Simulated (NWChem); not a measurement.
System: GeH$_{2}$ cation, doublet; SMILES of the neutral closed-shell parent [GeH2]

Here is an NWChem input.

```
start job
memory heap 200 mb stack 700 mb global 900 mb
charge 1
geometry units angstroms noautoz
  Ge     0.000000     0.000000    -0.014369
  H      1.360257     0.000000    -0.803827
  H     -1.360257     0.000000    -0.803827
end
basis spherical
  * library aug-cc-pvdz
end
dft
  odft
  mult 2
  xc xpbe96 cpbe96
  iterations 150
end
tddft
  cis
  nroots 8
end
task tddft energy
```

In the optimisation the excess spin sits in a1 (C2v, its own frame). All runs use the structure optimised with B3LYP/6-31G* (spherical d), spin-unrestricted. This spin state was assumed; another may lie lower. No stability test was run on the SCF state.

Vertical excitations in the gas phase. Excited states of an open shell can be spin-contaminated.

**Question.** What results follow from this input? (PBE/aug-cc-pVDZ, spin-unrestricted, TDA.) Quantities: lowest excitation (eV); oscillator strength of that lowest state; lowest state with f > 0.02 (eV); oscillator strength of that bright state; lowest empty minus highest occupied level, either spin (eV).

**Answer.** 
```
Property                                                     Value
-----------------------------------------------------------  -----
lowest excitation (eV)                                        2.04
oscillator strength of that lowest state                     0.004
lowest state with f > 0.02 (eV)                               7.58
oscillator strength of that bright state                     0.071
lowest empty minus highest occupied level, either spin (eV)   1.49
```
